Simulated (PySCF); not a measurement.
This PySCF input asks for the NMR shieldings of `BOB(C)OC(=C)C`, C4H10B2O2; the geometry comes from GFN2-xTB.

```python
import basis_set_exchange as bse
import numpy as np
from pyscf import gto, dft
from pyscf.prop import nmr

atoms = """
B     1.782822    1.664672    0.069749
O     1.349661    0.485866   -0.263752
B     0.853934   -0.706088   -0.570685
C     1.776786   -1.853908   -1.191623
O    -0.458530   -0.998981   -0.369774
C    -1.410977   -0.120736    0.092681
C    -1.905069   -0.242364    1.314822
C    -1.857648    0.903936   -0.906554
H     2.199104    1.850286    1.159441
H     1.763342    2.540628   -0.725394
H     2.733575   -1.916654   -0.680519
H     1.292328   -2.823146   -1.135378
H     1.987375   -1.649990   -2.239093
H    -1.543593   -0.996127    1.990968
H    -2.689265    0.402342    1.664901
H    -2.673452    1.498703   -0.507248
H    -2.184430    0.408246   -1.820003
H    -1.024722    1.559632   -1.158953
"""
names = dict.fromkeys(["B", "O", "C", "H"], "pcSseg-1")
basis = {el: gto.basis.parse(bse.get_basis(n, elements=[el], fmt="nwchem")) for el, n in names.items()}
mol = gto.M(atom=atoms, basis=basis, charge=0, verbose=0)
mf = dft.RKS(mol, xc="PBE0")
mf.grids.level = 2
mf.grids.alignment = dft.numint.BLKSIZE   # the property module wants whole blocks of grid points
mf.conv_tol = 1e-9
mf.kernel()

calc = nmr.RKS(mf)   # GIAO
C = mf.mo_coeff
Co = C[:, mf.mo_occ > 0]
resp = mf.gen_response(singlet=True, hermi=2)
def vind(x):   # induced exchange potential for any number of trial vectors
    d = np.einsum("pi,xij,qj->xpq", C, 2 * x.reshape(-1, C.shape[1], Co.shape[1]), Co, optimize=True)
    return np.einsum("xpq,pi,qj->xij", resp(d - d.transpose(0, 2, 1)), C, Co, optimize=True).ravel()
mo1, _ = nmr.rhf.solve_mo1(calc, with_cphf=vind)
sigma = calc.kernel(mo1)
for i, s in enumerate(sigma):   # ppm
    print("%2d %-2s %9.2f" % (i, mol.atom_pure_symbol(i), np.trace(s) / 3))
```

Problem. Give the expected output.

Solution. 
```
 0 B      59.14
 1 O      62.45
 2 B      75.94
 3 C     185.62
 4 O     128.51
 5 C      22.93
 6 C      83.23
 7 C     161.49
 8 H      26.37
 9 H      26.33
10 H      31.40
11 H      31.28
12 H      31.21
13 H      27.01
14 H      26.99
15 H      29.83
16 H      29.70
17 H      29.71
```

These numbers come from an equivalent density-fitted implementation of the same equations, which agrees with the script to about 0.01 ppm for H and up to a few tenths of a ppm for heavy atoms, so last digits may differ.

Size and cost of the density-fitted run: 186 basis functions, 39 s wall time on 1 thread of an Arm Neoverse V1, shared host; peak memory 0.83 GiB.
